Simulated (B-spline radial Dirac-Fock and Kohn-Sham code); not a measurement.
# Ni: input and output of one calculation

ΔSCF core binding energies without Breit or QED terms, calculated with a radial B-spline solver. Keys: rel is the Hamiltonian (dirac, or spin-free x2c and nr, where L3 and M5 stand for the whole 2p and 3d shells), method is hf or an exchange,correlation pair (spin-unpolarised, also for the hole states), nuc the nuclear model, radius_factor scales its radius, rmax is the box in bohr, h the logarithmic mesh step, order the B-spline order, points the quadrature points per cell, c_factor scales the speed of light, and damp, ndamp, maxit and tol steer the iteration. The run stops when the commutator error falls below 10·tol·max(1, Z/10), or the numerical noise floor, and the energy has settled to about 1e-8 Ha; the virial ratio is −V/T.

Input (task.json):

```json
{"items": [{"Z": 28, "q": 0, "cfg": [[1, 0, 2], [2, 0, 2], [2, 1, 6], [3, 0, 2], [3, 1, 6], [3, 2, 8], [4, 0, 2]], "A": 58, "rrms": 3.7757, "do": "settings", "holes": ["K", "L3", "M5"],
  "settings": [{"rel": "dirac", "method": "hf", "nuc": "fermi", "radius_factor": 1.0, "rmax": 45.0, "h": 0.3, "order": 8, "points": 10, "c_factor": 1.0, "maxit": 60, "damp": 0.8, "ndamp": 3, "tol": 1e-08}]}]}
```

Command: `python xray2_run.py task.json out`

Ground-state iterations:

```
iter   energy (Ha)        error
   1    -1517.97550419  1.03e+00
   2    -1518.35408200  2.35e-01
   3    -1518.91515076  1.43e-01
   4    -1519.15344816  8.58e-02
   5    -1519.11489091  1.01e-01
   6    -1519.30457188  7.93e-03
   7    -1519.30570277  5.31e-04
   8    -1519.30571153  1.07e-04
   9    -1519.30571204  5.73e-05
  10    -1519.30571210  2.74e-06
  11    -1519.30571210  4.78e-07
  12    -1519.30571210  3.72e-08
```

The ground state converged in 12 iterations, with total energy -1519.30571 Ha, virial ratio 1.98350 and highest orbital energy -7.66 eV. ΔSCF binding energies: K (1s) 8360.1 eV, L3 (2p3/2) 869.8 eV. Holes are computed only in closed shells, and unreliable hole states are left out.
